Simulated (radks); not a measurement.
All-electron atom: Pd+ in [Kr] 4d7 5p2 (not the ground configuration). Calculated with a radial shooting solver on a logarithmic mesh with Libxc functionals: scalar-relativistic Kohn-Sham, PBE, spin-polarised, spherical densities, point nucleus; open shells are filled with parallel spins first (spin-orbit coupling, left out, can overturn this in heavy ions).

Normalised radial functions P(r) = r R(r), r in bohr:

| r | 4d down | 5p up | 5p down |
|---|---|---|---|
| 0.004065 | 0.0001 | 0.0025 | 0.0025 |
| 0.006262 | 0.0002 | 0.0055 | 0.0054 |
| 0.009723 | 0.0008 | 0.0116 | 0.0114 |
| 0.01498 | 0.0025 | 0.0236 | 0.0232 |
| 0.02326 | 0.0082 | 0.0455 | 0.0446 |
| 0.03611 | 0.0251 | 0.0784 | 0.0769 |
| 0.05562 | 0.0687 | 0.1111 | 0.1089 |
| 0.08636 | 0.1666 | 0.1086 | 0.1065 |
| 0.133 | 0.3246 | 0.0217 | 0.0213 |
| 0.2065 | 0.4637 | -0.1303 | -0.1278 |
| 0.3182 | 0.3588 | -0.1610 | -0.1577 |
| 0.494 | -0.1486 | 0.0735 | 0.0726 |
| 0.767 | -0.7596 | 0.2889 | 0.2828 |
| 1.181 | -0.9120 | 0.0628 | 0.0610 |
| 1.835 | -0.5812 | -0.4264 | -0.4180 |
| 2.826 | -0.2150 | -0.6334 | -0.6294 |
| 4.388 | -0.0365 | -0.3909 | -0.3959 |
| 6.758 | -0.0021 | -0.1005 | -0.1096 |
| 10.49 | 0.0000 | -0.0070 | -0.0106 |

4d down: eigenvalue -22.458 eV, 1 radial node at r = 0.446 bohr, <r> = 1.34 bohr, 90 % of the charge inside 2.10 bohr. 5p up: eigenvalue -10.134 eV, 3 radial nodes at r = 0.142, 0.445, 1.25 bohr, <r> = 3.18 bohr, 90 % of the charge inside 4.69 bohr. 5p down (empty): eigenvalue -7.977 eV, 3 radial nodes at r = 0.142, 0.444, 1.25 bohr, <r> = 3.23 bohr, 90 % of the charge inside 4.77 bohr.
